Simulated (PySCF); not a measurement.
A structure optimised at PBE-D3(BJ)/def2-SVP, used in a PySCF frequency run:

```
C
H 1 1.1108
H 1 1.1115 2 106.96
C 1 1.5124 2 111.44 3 118.71
N 4 1.2811 1 129.61 2 30.55
H 4 1.1136 5 115.45 1 -176.65
C 5 1.4443 4 121.55 6 -178.83
H 7 1.1112 5 108.97 4 -125.78
H 7 1.1115 8 105.59 5 116.53
H 7 1.1163 8 108.21 9 115.20
C 1 1.5530 2 108.72 3 -116.86
H 11 1.1118 1 108.97 2 -177.79
H 11 1.1118 12 105.49 1 -116.29
N 11 1.4548 12 108.51 13 -116.30
H 14 1.0287 11 109.98 12 -64.33
H 14 1.0288 15 105.50 11 118.52
```

Q: Write its SMILES and formula.

A: C/N=C\CCN, C4H10N2

Q: What are its rotational constants (standard atomic weights)?

A: 7.9648, 1.6718, 1.5165 GHz
